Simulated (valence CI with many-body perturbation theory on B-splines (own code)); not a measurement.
Results of a calculation; reference values are marked as such.
# Hyperfine factors and g values of Ta LX

Method: relativistic CI+MBPT: four valence electrons over a frozen Dirac-Fock core [Ne], a basis of 11 s, 11 p, 9 d, 7 f, 5 g, 2 h, 1 i functions for each j, with the one-electron correlation potential Σ1, the two-electron term Σ2, the three-electron term Σ3, Breit, model QED; selected CI, second order for the rest (own B-spline code, finite nucleus).

The last digits are not significant, and no measured levels were compared; by estimate large intervals hold to a few tenths of a per cent, small ones and those within an open d or f shell to about a per cent.

A/g_I is the dipole constant over the nuclear g factor μ/I (μ in nuclear magnetons, uniformly magnetised nucleus), B/Q the quadrupole constant per barn. Both hold the static response of the core; the bare values leave it out. Large factors of s and p1/2 electrons are usually good to 5 to 10 %; those of open d and f shells near neutrality can be off by tens of per cent, and small factors of p3/2, d and f electrons come from cancelling terms and can be off by a factor of two or in sign, in half-filled shells by more. B is blank for J = 1/2, where it vanishes, and for nearly pure S terms. Energies count from the lowest level. Levels with J = 0 are left out.

Levels are named by their leading jj configuration (3d3/2^4 stands for four electrons in 3d with j = 3/2), which in mixed levels can hold well under half, so a name can repeat and another be missing. Letters in brackets count levels of one name in rising energy.

| Level | E (eV) | g | A/g_I (MHz) | A/g_I bare | B/Q (MHz/b) | B/Q bare |
| --- | --- | --- | --- | --- | --- | --- |
| (3s^2 3p1/2 3p3/2) J=1 | 325.4 | 1.489 | -186000 | -179000 | 205000 | 202000 |
| (3s^2 3p1/2 3p3/2) J=2 | 334.6 | 1.163 | 596000 | 588000 | 379000 | 374000 |
| (3s 3p1/2^2 3p3/2) J=2 | 490.3 | 1.525 | 1450000 | 1430000 | 381000 | 376000 |
| (3s 3p1/2^2 3p3/2) J=1 | 517.7 | 1.044 | -949000 | -924000 | 216000 | 214000 |
| (3s^2 3p1/2 3d3/2) J=2 | 541.8 | 0.753 | 527000 | 521000 | 82300 | 84200 |
| (3s^2 3p1/2 3d3/2) J=1 | 584.6 | 0.879 | -442000 | -428000 | 64100 | 64600 |
| (3s^2 3p1/2 3d5/2) J=2 | 637.1 | 1.286 | -196000 | -188000 | 57100 | 58900 |
| (3s^2 3p1/2 3d5/2) J=3 | 638.2 | 1.105 | 334000 | 331000 | 61500 | 64000 |
| (3s^2 3p3/2^2) J=2 | 666.9 | 1.311 | 210000 | 210000 | 30700 | 30200 |
| (3s 3p1/2^2 3d3/2) J=1 | 710.9 | 0.438 | -1190000 | -1160000 | 34100 | 35200 |
| (3s 3p1/2^2 3d3/2) J=2 | 718.1 | 1.129 | 1380000 | 1350000 | 65800 | 67700 |
| (3s 3p1/2^2 3d5/2) J=3 | 801.3 | 1.345 | 918000 | 904000 | 62400 | 64800 |
| (3s 3p1/2 3p3/2^2) J=2 [a] | 807.6 | 1.526 | 944000 | 929000 | 91300 | 90100 |
| (3s 3p1/2^2 3d5/2) J=2 | 815.0 | 1.024 | -802000 | -780000 | 44300 | 46600 |
| (3s 3p1/2 3p3/2^2) J=3 | 825.6 | 1.311 | 1260000 | 1240000 | 21200 | 21000 |
| (3s 3p1/2 3p3/2^2) J=1 [a] | 851.6 | 1.270 | 1080000 | 1070000 | -288000 | -284000 |
| (3s 3p1/2 3p3/2^2) J=2 [b] | 851.7 | 1.082 | 138000 | 139000 | -24100 | -23700 |
| (3s 3p1/2 3p3/2^2) J=1 [b] | 862.8 | 1.343 | 849000 | 836000 | 213000 | 210000 |
| (3s^2 3p3/2 3d3/2) J=3 | 903.8 | 1.084 | 192000 | 193000 | 441000 | 438000 |
| (3s^2 3p3/2 3d3/2) J=2 | 907.7 | 1.058 | 36100 | 39900 | -31900 | -31500 |
| (3s^2 3p3/2 3d3/2) J=1 | 908.4 | 1.118 | 242000 | 241000 | -198000 | -197000 |
| (3s^2 3p3/2 3d5/2) J=4 | 956.3 | 1.238 | 105000 | 106000 | 501000 | 497000 |
| (3s^2 3p3/2 3d5/2) J=2 | 965.7 | 1.231 | 79600 | 81900 | -265000 | -260000 |
| (3s^2 3p3/2 3d5/2) J=3 | 988.6 | 1.198 | 120000 | 121000 | -2790 | -524 |
| (3s^2 3p3/2 3d5/2) J=1 | 998.6 | 1.073 | -26500 | -22300 | 66800 | 66900 |
| (3s 3p1/2 3p3/2 3d3/2) J=2 [a] | 1007.6 | 1.175 | 367000 | 364000 | 1270 | 1370 |
| (3s 3p1/2 3p3/2 3d3/2) J=1 [a] | 1017.6 | 1.136 | 550000 | 543000 | -188000 | -187000 |
| (3s 3p1/2 3p3/2 3d3/2) J=3 [a] | 1022.9 | 1.132 | 827000 | 814000 | 119000 | 118000 |
| (3s 3p1/2 3p3/2 3d3/2) J=2 [b] | 1026.7 | 1.181 | 460000 | 455000 | -47600 | -47400 |
| (3s 3p1/2 3p3/2 3d3/2) J=4 | 1039.6 | 1.161 | 987000 | 971000 | 371000 | 368000 |
| (3s 3p1/2 3p3/2 3d3/2) J=2 [c] | 1053.4 | 0.909 | 585000 | 576000 | -132000 | -130000 |
| (3s 3p1/2 3p3/2 3d3/2) J=3 [b] | 1059.6 | 1.278 | 872000 | 859000 | 350000 | 346000 |
| (3s 3p1/2 3p3/2 3d3/2) J=1 [b] | 1064.1 | 1.712 | 2080000 | 2040000 | 132000 | 131000 |
| (3s 3p1/2 3p3/2 3d3/2) J=2 [d] | 1065.9 | 1.382 | 985000 | 971000 | 108000 | 105000 |

Take the isotope of mass number 181, with I = 7/2, μ = 2.365 μN and Q = 3.17 b. What is the hyperfine structure of (3s^2 3p1/2 3p3/2) J=2?

From the table A = 403000 MHz, B = 1200000 MHz. Shifts from the centre of gravity in MHz: F = 3/2: -2980000, F = 5/2: -2510000, F = 7/2: -1550000, F = 9/2: 197000, F = 11/2: 3120000.
